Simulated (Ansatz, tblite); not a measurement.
Cost and result up the ladder for diphenyliodonium dicyanamide (C14H10IN3) (28 atoms). The state is a singlet with charge 0. Geometry: PBE-D4/def2-SVP.

Cartesian coordinates in Å:
```
N 1.7786 1.5563 -0.1425
C 0.5903 1.6555 -0.1094
N -0.7008 1.8309 -0.0757
C -1.6149 0.9085 -0.0014
N -2.4959 0.1054 0.0695
C -0.1610 0.1095 -4.2205
C 1.0992 0.1486 -3.6037
C 1.2914 -0.4321 -2.3394
C 0.1791 -1.0410 -1.7491
I 0.4775 -2.1057 0.1005
C 0.3047 -0.8424 1.8373
C 1.4593 -0.1929 2.2869
C 1.3563 0.5232 3.4903
C 0.1374 0.5753 4.1851
C -1.0010 -0.0766 3.6837
C -0.9355 -0.8020 2.4826
C -1.0995 -1.0863 -2.3149
C -1.2531 -0.4989 -3.5812
H -0.2989 0.5765 -5.2075
H 1.9458 0.6548 -4.0909
H 2.2543 -0.3480 -1.8203
H 2.3884 -0.1846 1.7031
H 2.2387 1.0621 3.8668
H 0.0687 1.1478 5.1227
H -1.9641 -0.0068 4.2114
H -1.8361 -1.2452 2.0357
H -1.9614 -1.4911 -1.7675
H -2.2476 -0.5005 -4.0516
```

Ansatz on 2 threads of AMD EPYC 7R13 on a shared host and a share (18 GiB) of an NVIDIA H100 80GB HBM3; xTB runs through tblite on one thread. Times are rough, summed over both states, and most runs start from the orbitals of an earlier one. No level here is sound enough to serve as a yardstick. The other state is a doublet.

In the def2 sets I takes a core potential; there is no spin–orbit coupling. The xTB rows come from tblite. Single mean-field runs in def2-TZVP are fitted with def2-universal-jkfit. In the singlet geometry the species has come apart into loosely held pieces. In the doublet geometry the species has come apart into loosely held pieces.

Raw xTB energies of ions are shifted by several eV.

```tsv
level	functions	wall time	vertical IE (eV)	remarks
GFN2-xTB	87	0.096 s	12.28	–
GFN1-xTB	97	0.1 s	12.58	–
PBE-D4/def2-TZVP	637	15 s	7.38	restricted SCF unstable in HF (singlet)
PBE0-D4/def2-TZVP	637	17 s	7.44	restricted SCF unstable in HF (singlet)
ωB97X-V/def2-TZVP (with forces)	637	31 s	7.52	restricted SCF unstable in HF (singlet)
```
